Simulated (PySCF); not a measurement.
Hf(Me)2(H)2 (C₂H₈Hf), SMILES [CH3][HfH2][CH3], multiplicity 1.

Coordinates come from a r2SCAN-D4/def2-SVP optimisation. The multiplicity is an assumed one; no other spin state was optimised. The structure was generated by enumeration; whether it is a known compound was not checked. The def2 effective core potentials stand for the cores of Hf; spin–orbit coupling is left out.

Method: r2SCAN-D4/def2-SVP in PySCF 2.14.0.

Frequencies are harmonic and unscaled.

Task: List the normal modes with their intensities. (Estimate from the structure and the level; the computed values follow.)

Result: 
```tsv
mode	ν (cm⁻¹)	IR (km/mol)	moving atoms (share of kinetic energy)
1	78	0.0	H 99 %
2	86	0.0	H 95 %
3	127	0.5	C 52 %, H 40 %, Hf 8 %
4	222	6.5	H 99 %
5	279	0.0	H 95 %
6	301	2.1	H 91 %, C 9 %
7	440	0.5	H 58 %, C 42 %
8	465	0.8	C 49 %, H 47 %
9	476	34.9	H 77 %, C 20 %
10	542	32.7	C 51 %, H 43 %
11	575	237.5	H 72 %, C 21 %
12	590	0.0	H 88 %, C 12 %
13	651	124.1	H 96 %
14	1140	39.1	H 76 %, C 24 %
15	1142	9.2	H 76 %, C 24 %
16	1382	2.1	H 94 %
17	1386	22.3	H 94 %
18	1386	0.0	H 95 %
19	1387	15.2	H 95 %
20	1670	549.8	H 99 %
21	1706	317.9	H 100 %
22	2975	0.1	H 97 %
23	2977	1.4	H 97 %
24	3073	0.0	H 91 %, C 9 %
25	3074	7.9	H 91 %, C 9 %
26	3104	1.3	H 91 %, C 9 %
27	3107	4.8	H 91 %, C 9 %
```
